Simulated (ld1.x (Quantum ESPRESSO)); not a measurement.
Reading a pseudo-wave (Te)

Columns: radius, all-electron u(r) and pseudo u(r) of the 4p shell (level -118.74 eV) of tellurium in the configuration [Ar] 3d10 4s2 4p6 4d10 5s2 5p3.5; revPBE, scalar-relativistic, TM semilocal scheme, ld1.x (Quantum ESPRESSO) 7.5.

```json
{"r (bohr)": "0.072", "all-electron": "0.4473", "pseudo": "0.0207"}
{"r (bohr)": "0.145", "all-electron": "-0.2323", "pseudo": "0.0836"}
{"r (bohr)": "0.217", "all-electron": "-0.6903", "pseudo": "0.1863"}
{"r (bohr)": "0.290", "all-electron": "-0.5806", "pseudo": "0.3298"}
{"r (bohr)": "0.362", "all-electron": "-0.1523", "pseudo": "0.5053"}
{"r (bohr)": "0.435", "all-electron": "0.3469", "pseudo": "0.7068"}
{"r (bohr)": "0.507", "all-electron": "0.7626", "pseudo": "0.9090"}
{"r (bohr)": "0.580", "all-electron": "1.0553", "pseudo": "1.0893"}
{"r (bohr)": "0.652", "all-electron": "1.2170", "pseudo": "1.2142"}
{"r (bohr)": "0.725", "all-electron": "1.2744", "pseudo": "1.2688"}
{"r (bohr)": "0.798", "all-electron": "1.2539", "pseudo": "1.2523"}
{"r (bohr)": "0.870", "all-electron": "1.1837", "pseudo": "1.1836"}
{"r (bohr)": "0.942", "all-electron": "1.0848", "pseudo": "1.0848"}
{"r (bohr)": "1.015", "all-electron": "0.9709", "pseudo": "0.9709"}
{"r (bohr)": "1.088", "all-electron": "0.8542", "pseudo": "0.8542"}
{"r (bohr)": "1.160", "all-electron": "0.7430", "pseudo": "0.7430"}
{"r (bohr)": "1.232", "all-electron": "0.6397", "pseudo": "0.6397"}
{"r (bohr)": "1.305", "all-electron": "0.5450", "pseudo": "0.5450"}
{"r (bohr)": "1.378", "all-electron": "0.4611", "pseudo": "0.4611"}
{"r (bohr)": "1.450", "all-electron": "0.3888", "pseudo": "0.3888"}
{"r (bohr)": "1.522", "all-electron": "0.3265", "pseudo": "0.3265"}
{"r (bohr)": "1.595", "all-electron": "0.2724", "pseudo": "0.2724"}
{"r (bohr)": "1.668", "all-electron": "0.2265", "pseudo": "0.2265"}
{"r (bohr)": "1.740", "all-electron": "0.1883", "pseudo": "0.1883"}
{"r (bohr)": "1.812", "all-electron": "0.1562", "pseudo": "0.1562"}
{"r (bohr)": "1.885", "all-electron": "0.1290", "pseudo": "0.1290"}
```

How many radial nodes do the two functions have?

The all-electron 4p function has n − l − 1 = 2; the pseudo-wave has 0, since the states of the same l below it are removed with the core.

At about which radius was the pseudo-wave matched?

0.95 bohr. The columns agree to 0.0005 from 0.87 bohr on; several derivatives are matched, so the curves merge somewhat inside the radius.

Where does each function peak?

Outermost all-electron maximum near 0.72 bohr, pseudo maximum near 0.72 bohr (to the table’s step).

Is the pseudo-wave norm-conserving?

Yes: the TM semilocal scheme keeps the norm inside the radius equal to the all-electron one, which fixes the energy derivative of the logarithmic derivative at the level.
